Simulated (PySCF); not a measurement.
Cd(SeH)(OSiH3), SMILES [SiH3][O][Cd][SeH] at its PBE0/def2-SVP optimised geometry (Å):

```
8

Cd    -1.0402     1.0491     0.0000
Se    -3.4739     1.1593     0.0000
H     -3.5334     0.6507     1.3812
O      0.9275     1.0491     0.0000
Si     2.1689    -0.0007    -0.2406
H      2.1591    -0.5836    -1.6249
H      2.1251    -1.1593     0.7151
H      3.4739     0.7045    -0.0471
```

Method: PBE0/def2-TZVP, def2 effective core potentials past Kr run with PySCF 2.14.0. The core electrons that the potentials of Cd replace are not part of the density. Cells within 0.4 Å of a nucleus heavier than hydrogen are left out (blank, or x).

Map of the electron localisation function on the plane z = 0.0 Å:

```
|0000000000000000000000000000000|
|0000000000000000000000000000000|
|0000000000000000000000000000000|
|0000000000000000000000000000000|
|0000000000000000000000000000000|
|0000122100000000000000000000000|
|0013555421000000000000000000000|
|0146787642111000000000000000000|
|0368898864211100023200000000000|
|1578988874112110256520004751000|
|2588722674134411588740049998200|
|26771xx174277731788851289999700|
|25762xx26337xx518xx862599999920|
|257724417327x8418xx840599999930|
|1467754673146521678605099999930|
|135788776312221145516x349999810|
|0146777643111111112114025676200|
|0024565431111100002554531100000|
|0001233210000000004899961000000|
|0000000000000000005899961000000|
|0000000000000000004799861000000|
|0000000000000000002577630000000|
|0000000000000000000133200000000|
|0000000000000000000000000000000|
|0000000000000000000000000000000|
|0000000000000000000000000000000|
|0000000000000000000000000000000|
|0000000000000000000000000000000|
|0000000000000000000000000000000|
|0000000000000000000000000000000|
|0000000000000000000000000000000|
```
Scale: ten equal steps from 0.000 (start of '0') to 1.000 (end of '9'), in the order '0123456789'; x runs from -5.50 to 5.50, y from -5.50 (bottom) to 5.50 (top).
